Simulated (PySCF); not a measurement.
Dipole response of Xe (xenon, neutral)

[Kr] 4d10 5s2 5p5 6s1, high-spin 3P determinant (an excited configuration). Computed with PySCF 2.14 in x2c-QZVPPall with one added diffuse shell each of s, p, d, f type (14s10p8d5f1g, 128 functions), with the spin-free X2C one-electron Hamiltonian (Gaussian nucleus). Coupled (time-dependent) response in atomic units; α is the mean over directions.

```tsv
method	mean α (bohr³)	α xx, yy, zz	C₆ (like pair)	S(−4)
PBE0	469.3	534.1, 437.0, 437.0	8365	207700
B3LYP	352.1	394.1, 331.0, 331.0	5639	112500
```

S(−4) is the Cauchy moment in α(ω) = α(0) + S(−4) ω² + …

Spin-orbit coupling is absent.

α(iu) at PBE0:

| u (hartree) | α(iu) (bohr³) |
| --- | --- |
| 0 | 469.3 |
| 0.0500 | 228.5 |
| 0.100 | 98.88 |
| 0.200 | 39.87 |
| 0.300 | 25.27 |
| 0.500 | 14.76 |
| 0.750 | 9.238 |
| 1.00 | 6.381 |
| 1.50 | 3.647 |
| 2.00 | 2.426 |
| 3.00 | 1.361 |
| 5.00 | 0.6386 |

The components differ because the open shell of this determinant is not spherical; for a pure term their mean is the scalar polarisability.

The outer electron is Rydberg-like, and this basis confines it to a smaller radius and binds it less than a complete one would.
